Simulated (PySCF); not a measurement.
Electronic structure of Co²⁺ (cobalt, charge +2) at the r2SCANh level

Configuration: [Ar] 3d6 4s1, 4s spin antiparallel (an excited configuration). Calculation: PySCF 2.14, in aug-cc-pVQZ (9s8p6d4f3g2h, 140 functions); the non-relativistic Hamiltonian (point nucleus).

```
Total energy                                                  : -1381.537 hartree
One-electron energy                                           : -1887.976 hartree
Hartree (Coulomb) energy                                      : 564.973 hartree
Exchange-correlation energy                                   : -58.534 hartree
Kinetic energy                                                : 1379.79022 hartree
⟨S²⟩                                                          : 4.7535
⟨L²⟩                                                          : 6.010
Sum of ⟨r⟩                                                    : 16.45 bohr
Sum of ⟨r²⟩                                                   : 19.81 bohr²
Traceless quadrupole moment −½Σ⟨3z² − r²⟩ along its main axis : 0.277 e·bohr²
Density at the nucleus (Gaussians lack the cusp)              : 13300 bohr⁻³
Spin density at the nucleus                                   : -7.96 bohr⁻³
Langevin diamagnetic susceptibility                           : -15.7 ×10⁻⁶ cm³/mol
Time after the integrals                                      : about 14 core-seconds
```

```tsv
shell	electrons	mean orbital energy (hartree)	spread (hartree)	rms radius, mean of both spins (bohr)
1s β	1	-278.71309	0	0.0659
1s α	1	-278.71141	0	0.0659
2s α	1	-34.04910	0	0.280
2s β	1	-33.93468	0	0.280
2p α	3	-29.62018	0.03981	0.250
2p β	3	-29.53119	0.01419	0.250
3s α	1	-4.94387	0	0.835
3s β	1	-4.69423	0	0.835
3p α	3	-3.59131	0.07736	0.880
3p β	3	-3.33699	0.01174	0.880
3d α	5	-1.36843	0.09255	1.06
3d β	1	-1.21211	0	1.06
4s β	1	-0.86388	0	2.56
```

With the s spin flipped the determinant is a mixture of two multiplicities, not a spectroscopic state.
